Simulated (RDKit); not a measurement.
A run for RDKit: UFF on C2H6Ge (a complex).

```python
from rdkit import Chem
from rdkit.Chem import AllChem, rdDetermineBonds

blocks = [
'''4

C     0.60878869    0.32711738   -0.00530544
C    -0.56063943    0.07344282   -0.02098709
H     1.64718112    0.55186810    0.01357255
H    -1.59899138   -0.15205459   -0.03260470
''',
'''5

Ge   -0.02006043   -0.15959238    3.70481969
H    -0.95539502    0.99123491    3.31036906
H     1.40590568    0.14446179    3.22442858
H    -0.51050886   -1.46905570    3.07253046
H    -0.01627015   -0.30704963    5.23644882
''',
]
mol = None
for b in blocks:
    f = Chem.MolFromXYZBlock(b)
    rdDetermineBonds.DetermineBonds(f, charge=0)
    mol = f if mol is None else Chem.CombineMols(mol, f)
Chem.SanitizeMol(mol)
print(Chem.MolToSmiles(Chem.RemoveHs(mol)))
ff = AllChem.UFFGetMoleculeForceField(mol, vdwThresh=100.0, ignoreInterfragInteractions=False)
e = ff.CalcEnergy()
print(f'UFF energy {e:.6f} kcal/mol')
```

It printed:

```
C#C.[GeH4]
UFF energy -0.734989 kcal/mol
```

The run finished.

Cost: about 0.03 core-seconds (a rough figure).
